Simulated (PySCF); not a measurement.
Species: BCl₂GeH₃.
SMILES: `Cl[B](Cl)[GeH3]`

Method: PBE0-D3(BJ)/def2-SVP geometry optimisation, gas phase in PySCF 2.14.0.

Take the most abundant isotopes and a rigid rotor. 

Problem. Give the principal moments of inertia and the rotational constants in GHz.

Solution. Ia = 163.97, Ib = 334.71, Ic = 492.45 u·Å²; 505379 MHz·u·Å²/I gives 3082, 1510 and 1026 MHz, that is A = 3.0821, B = 1.5099, C = 1.0263 GHz.

Problem. What kind of rotor is it?

Solution. An asymmetric top; Ray's κ = -0.530.

Problem. What does the inertial defect say?

Solution. Not planar: Δ = Ic − Ia − Ib = -6.24 u·Å². For a rigid frame Δ = −2 Σ m c², so Σ m c² = 3.12 u·Å² lies off the ab plane, practically all of it from hydrogen. The atom farthest from that plane is 1.38 Å away.

Problem. Give the other two planar moments, Paa and Pbb, and the rms extents of the mass along the axes.

Solution. Paa = Σ m a² = (Ib + Ic − Ia)/2 = 331.59 and Pbb = Σ m b² = (Ia + Ic − Ib)/2 = 160.85 u·Å². With the mass M = 157.89 u, the rms extents √(P/M) along a, b and c are 1.45, 1.01, 0.14 Å.

Problem. Which types of transition are allowed, and where do some lines up to J = 5 fall?

Solution. The dipole components are |μa| = 0.18 D, |μb| = 0.02 D, |μc| = 0.01 D. The squared components, which scale the intensities, stand as 1.00 : 0.02 : 0.00 (a : b : c). Some lines, for components of 0.1 D or more:

```tsv
type	branch	J(Ka,Kc)	MHz	lower level (cm⁻¹)
a	Q	5(3,2) ← 5(3,3)	314	1.828
a	Q	1(1,0) ← 1(1,1)	484	0.137
a	Q	4(2,2) ← 4(2,3)	1245	1.086
a	Q	2(1,1) ← 2(1,2)	1451	0.290
a	R	1(0,1) ← 0(0,0)	2536	0.000
a	Q	3(1,2) ← 3(1,3)	2890	0.518
a	R	2(0,2) ← 1(0,1)	4977	0.085
a	Q	5(1,4) ← 5(1,5)	6940	1.191
a	R	3(0,3) ← 2(0,2)	7249	0.251
a	R	4(1,4) ← 3(1,3)	9017	0.518
a	R	4(2,3) ← 3(2,2)	10070	0.750
a	R	4(1,3) ← 3(1,2)	10881	0.614
a	R	5(1,5) ← 4(1,4)	11159	0.819
a	R	5(4,2) ← 4(4,1)	12892	1.817
a	R	5(3,3) ← 4(3,2)	12903	1.398
a	R	5(1,4) ← 4(1,3)	13345	0.977
```

Not checked by PBE0-D3(BJ)/def2-SVP frequencies. These are rigid-rotor constants of the computed structure; measured ground-state constants (B0) also hold zero-point vibration. A rigid rotor knows nothing of internal rotation, which can split or shift real lines. Quadrupole hyperfine structure (11B, 35Cl) is left out.

Time: 22 s; peak memory 0.41 GiB. Hardware: one thread, Arm Neoverse V1 (aarch64), no GPU, shared host with 64 logical CPUs at a one-minute load of 35. These figures are those of the optimisation.
